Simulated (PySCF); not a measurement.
Spectrum to structure. Level of theory: PySCF, TDDFT PBE0/def2-SVPD, vertical, gas phase, core orbitals frozen in the response. Geometries: GFN2-xTB, one conformer each.

```csv
state,λ (nm),f
S1,238.1,0.0019
S2,214.0,0.0009
S3,212.4,0.127
S4,208.2,0.125
S5,202.3,0.026
S6,197.5,0.0044
```

Triplets computed (Tamm–Dancoff): 4.19, 5.15 eV.

Orbital energies (eV): HOMO-3 -9.73, HOMO-2 -8.11, HOMO-1 -7.68, HOMO -6.32, LUMO -0.09, LUMO+1 0.26, LUMO+2 0.34.

Question: Which structure fits?
A. `[SiH3]c1ccc(Cl)cn1`
B. `N(/[H])=C/C([Si@H](Cl)C#C)=C`
C. `[SiH3]Cc1cncn1[SiH3]`
D. `C1C(C1)[Si](N)(N)C`

Answer: C. Its S1 lies at 5.21 eV; the nearest of the others has S1 at 4.48 eV. S1 is HOMO→LUMO (99%). Löwdin shares by element: HOMO carbon 65% or more, nitrogen 9% or more (atoms not listed hold the other 26%); LUMO silicon 43%, hydrogen 18% or more (atoms not listed hold the other 40%). At the same level the other candidates give, for their lowest levels:
- `[H]/N=C\C(=C)[Si@H](Cl)C#C`: 291 nm (f 0.001); 222 nm (f 0.001); 210 nm (f 0.086); 206 nm (f 0.015); 203 nm (f 0.011); T1 3.49 eV; HOMO -7.57, LUMO -1.71 eV
- `[SiH3]c1ccc(Cl)cn1`: 277 nm (f 0.004); 257 nm (f 0.000); 238 nm (f 0.082); 214 nm (f 0.248); 188 nm (f 0.000); T1 3.81 eV; HOMO -7.53, LUMO -1.42 eV
- `C[Si](N)(N)C1CC1`: 195 nm (f 0.056); 192 nm (f 0.036); 178 nm (f 0.010); 174 nm (f 0.013); 169 nm (f 0.001); T1 6.10 eV; HOMO -7.01, LUMO 0.47 eV

The values belong to the conformer `[SiH3:1][CH2:2][c:3]1[cH:4][n:5][cH:6][n:7]1[SiH3:8]`: Si1–C2–C3–C4 84°.
